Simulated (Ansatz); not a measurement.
Isolated molecules relaxed with PBE0-D4/def2-TZVP in Ansatz; ΔE leaves out vibrations. CBS: MP2 limit from def2 TZ/QZ plus the TZ coupled-cluster correction, frozen cores. DFT in def2-TZVPP. B3LYP here is the variant with VWN-RPA as its local correlation; programs differ in this. def2 core potentials past Kr. For Te outer-core shells are correlated without core-valence functions, which leaves a few kJ/mol of doubt a bond. One conformer a species, not always the lowest.

Consider the ligand exchange at the Si–Te bond: `[SiH3][SiH2][TeH]` + `N[SiH2]F` → `F[SiH2]N[SiH2][SiH3]` + H₂Te.

| level | ΔE (kJ/mol) |
| --- | --- |
| r2SCAN | 19.0 |
| B3LYP | 14.1 |

Question: What does CCSD(T)/CBS give? (Best estimate.)

Answer: The calculation gave: +18.7 kJ/mol. The listed levels differ from it by 0.3, -4.6 kJ/mol.

Largest T1 diagnostic among the species: 0.012.

In def2-TZVPP, CCSD(T) changes the Hartree–Fock value by +3.9 kJ/mol (the triples alone add +1.5 kJ/mol) and MP2 by +11.2 kJ/mol.
